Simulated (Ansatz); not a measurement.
Cartesian coordinates in Å:
```
C 0.244 0.892 -1.642
Si 0.477 0.231 0.116
Al 0.605 -2.208 0.259
Ga -1.240 0.955 1.635
H 0.220 1.984 -1.651
H 1.052 0.563 -2.297
H -0.698 0.532 -2.060
H 1.762 0.746 0.690
H 1.118 -2.904 1.594
H 0.126 -3.131 -0.947
H -2.618 1.516 1.110
H -1.048 0.824 3.193
```

Charge 0, multiplicity 1.

(1) List the CAM-B3LYP/def2-TZVPP orbital energies in eV (Ansatz 0.2.0). (Estimate.)

Results:

(1) The calculation gave: Occupied: -10139.55, -1800.40, -1526.48, -1251.23, -1108.54, -1108.42, -1108.42, -278.47, -151.49, -145.02, -114.52, -105.01, -104.69, -104.68, -100.34, -100.33, -100.32, -75.27, -75.05, -75.04, -24.77, -24.64, -24.62, -24.49, -24.44, -21.28, -15.96, -13.74, -13.16, -12.90, -12.65, -10.76, -9.91, -9.78, -9.20, -8.01. Lowest empty: -1.53, -0.42, 0.84, 1.41, 2.04, 2.31, 2.58, 2.73.
